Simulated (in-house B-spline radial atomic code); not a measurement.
The outermost shell (largest non-relativistic mean radius) with and without relativity; Dirac values are averaged over j. Computed with a radial B-spline atomic code at the basis-set limit: non-relativistic Hartree-Fock and Dirac-Hartree-Fock, averages of the configuration (point nuclei without relativity, finite nuclei with it).

```
 ion  configuration  outermost shell  radius non-relativistic (bohr)  radius Dirac (bohr)  radius change (%)  level non-relativistic (eV)  level Dirac (eV)  spin-orbit splitting (eV)
 N6+            1s1               1s                         0.21429               0.2141          -0.087018                     -666.679           -667.11                          -
 O6+            1s2               1s                         0.19676              0.19655           -0.10653                     -739.246           -739.83                          -
 F6+       [He] 2s1               2s                         0.77757              0.77655           -0.13099                     -184.863           -185.08                          -
Ne6+       [He] 2s2                ?                               ?                    ?                  ?                            ?                 ?                          ?
Mg6+   [He] 2s2 2p2               2s                         0.60964               0.6082           -0.23562                     -247.198           -247.74                          -
Al6+   [He] 2s2 2p3               2s                         0.56867              0.56708           -0.27952                     -270.272              -271                          -
Si6+   [He] 2s2 2p4               2s                         0.53279              0.53104           -0.32752                     -294.278           -295.23                          -
 P6+   [He] 2s2 2p5               2s                         0.50111               0.4992           -0.37963                     -319.219           -320.44                          -
 S6+   [He] 2s2 2p6                ?                               ?                    ?                  ?                            ?                 ?                          ?
Cl6+       [Ne] 3s1                ?                               ?                    ?                  ?                            ?                 ?                          ?
Ar6+       [Ne] 3s2               3s                          1.2009               1.1965           -0.37024                     -122.040           -122.47                          -
 K6+   [Ne] 3s2 3p1               3p                          1.1621               1.1606           -0.12769                     -116.907           -116.99                    0.40962
```

Task: Fill in the row of Ne6+.

Result: outermost shell: 2s; radius non-relativistic (bohr): 0.71178; radius Dirac (bohr): 0.71064; radius change (%): -0.15997; level non-relativistic (eV): -203.833; level Dirac (eV): -204.12.

Task: Fill in the row of S6+.

Result: outermost shell: 2s; radius non-relativistic (bohr): 0.47294; radius Dirac (bohr): 0.47088; radius change (%): -0.4359; level non-relativistic (eV): -345.099; level Dirac (eV): -346.65.

Task: Fill in the row of Cl6+.

Result: outermost shell: 3s; radius non-relativistic (bohr): 1.2834; radius Dirac (bohr): 1.2792; radius change (%): -0.3298; level non-relativistic (eV): -113.395; level Dirac (eV): -113.75.

Task: Which member changes most?

Result: Sulfur (S6+): its 2s shell contracts by 0.4 %.
